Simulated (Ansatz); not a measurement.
Basis-set extrapolation for CH7BO2Si, SMILES `OCBO[SiH3]` (PBE0-D4/def2-TZVP geometry, frozen core, Ansatz 0.2.0). Multiplicity 1, RHF reference.

|  | def2-TZVPP | def2-QZVPP |
| --- | --- | --- |
| HF | -505.467496 | -505.487616 |
| MP2 correlation | -0.868308 | -0.934049 |
| CCSD(T) correlation | -0.945217 | not run |

Energies in hartree. Use E(X) = E(∞) + A·exp(−7.88·√X) for Hartree–Fock and E(X) = E(∞) + B·X^(−2.97) for correlation, with X = 3 and 4, and add CCSD(T) minus MP2 of the smaller set to the MP2 limit.

**Question.** What is the CCSD(T) energy at the basis-set limit?

**Answer.** HF limit: -505.487616 + (-0.020120) × 0.13774 = -505.49039. MP2 limit: -0.934049 + (-0.065741) × 0.74074 = -0.98275. Higher-order term: -0.945217 − (-0.868308) = -0.07691. Total: -506.55005 hartree, 3.74 eV below CCSD(T)/def2-TZVPP.
